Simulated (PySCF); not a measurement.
**Steps of a relaxation of [Lu(H2S)3]3+**

[Lu(H2S)3]3+ (singlet in the valence; each metal's 4f electrons, 14 of them, lie in its core potential, out of spins and levels; a saddle point, relaxed within its symmetry). PySCF 2.14.0, RKS r2SCAN, Lu lcecp-1-SVP with ECP60, S def2-SVP, H def2-SVP; non-relativistic Hamiltonian with scalar-relativistic core potentials where named; density fitting; no spin-orbit coupling. Origin of the start: template. Columns: position (Å) and force (eV/Å). Energies are counted from the last step; some of the 11 steps are shown. Forces carry noise of the integration grid, about 0.01 to 0.03 eV/Å.

Run from Python with OMP_NUM_THREADS=2. Where DIIS fails, smearing, a level shift and second-order steps follow.
It took 100 s on 2 threads of Arm Neoverse V1 (shared host), from the converged density of the start.

```xyz
10
step 0  E = 0.137 eV
Lu    0.0000    0.0000    0.0000     0.00    0.00    0.00
S     2.7850    0.0000    0.0000    -0.28    0.83    0.00
H     3.3350   -0.7500    0.9700     0.06   -0.28    0.69
H     3.3350   -0.7500   -0.9700     0.06   -0.28   -0.69
S    -1.3925    2.4119    0.0000    -0.58   -0.67    0.00
H    -1.0180    3.2632    0.9700     0.22    0.19    0.69
H    -1.0180    3.2632   -0.9700     0.22    0.19   -0.69
S    -1.3925   -2.4119    0.0000     0.85   -0.16    0.00
H    -2.3170   -2.5132    0.9700    -0.27    0.09    0.69
H    -2.3170   -2.5132   -0.9700    -0.27    0.09   -0.69
```

```xyz
10
step 3  E = 0.002 eV
Lu    0.0000    0.0000    0.0000     0.00    0.00    0.00
S     2.7766    0.0727    0.0000     0.19   -0.17    0.00
H     3.2100   -0.7523    1.0191    -0.09    0.18   -0.16
H     3.2100   -0.7523   -1.0191    -0.09    0.18    0.16
S    -1.4513    2.3683    0.0000     0.06    0.23    0.00
H    -0.9535    3.1561    1.0191    -0.11   -0.17   -0.16
H    -0.9535    3.1561   -1.0191    -0.11   -0.17    0.16
S    -1.3253   -2.4410    0.0000    -0.25   -0.08    0.00
H    -2.2565   -2.4038    1.0191     0.20   -0.01   -0.16
H    -2.2565   -2.4038   -1.0191     0.20   -0.01    0.16
```

```xyz
10
step 7  E = -0.001 eV
Lu    0.0000    0.0000    0.0000     0.00    0.00    0.00
S     2.7764    0.0896    0.0000     0.02    0.05    0.00
H     3.1692   -0.7501    1.0105     0.01    0.06    0.00
H     3.1692   -0.7501   -1.0105     0.01    0.06    0.00
S    -1.4658    2.3596    0.0000    -0.05   -0.04    0.00
H    -0.9350    3.1197    1.0105    -0.06   -0.01    0.00
H    -0.9350    3.1197   -1.0105    -0.06   -0.01    0.00
S    -1.3106   -2.4492    0.0000     0.03   -0.04    0.00
H    -2.2342   -2.3696    1.0105     0.05   -0.04    0.00
H    -2.2342   -2.3696   -1.0105     0.05   -0.04    0.00
```

Problem. Where does the relaxation end?

Solution. It converges at step 10 in C3h:
```xyz
10
step 10  E = 0
Lu    0.0000    0.0000    0.0000
S     2.7790    0.0903    0.0000
H     3.1699   -0.7505    1.0102
H     3.1699   -0.7505   -1.0102
S    -1.4678    2.3615    0.0000
H    -0.9350    3.1205    1.0102
H    -0.9350    3.1205   -1.0102
S    -1.3113   -2.4519    0.0000
H    -2.2349   -2.3699    1.0102
H    -2.2349   -2.3699   -1.0102
```

Problem. How did the contacts change?

Solution. 
```tsv
contact	start (Å)	end (Å)
Lu1–S2 (H2S)	2.785	2.780
Lu1–S5 (H2S)	2.785	2.780
Lu1–S8 (H2S)	2.785	2.780
```


An lcecp potential fixes the number of 4f electrons, so in runs with it no electron can move into or out of that shell.
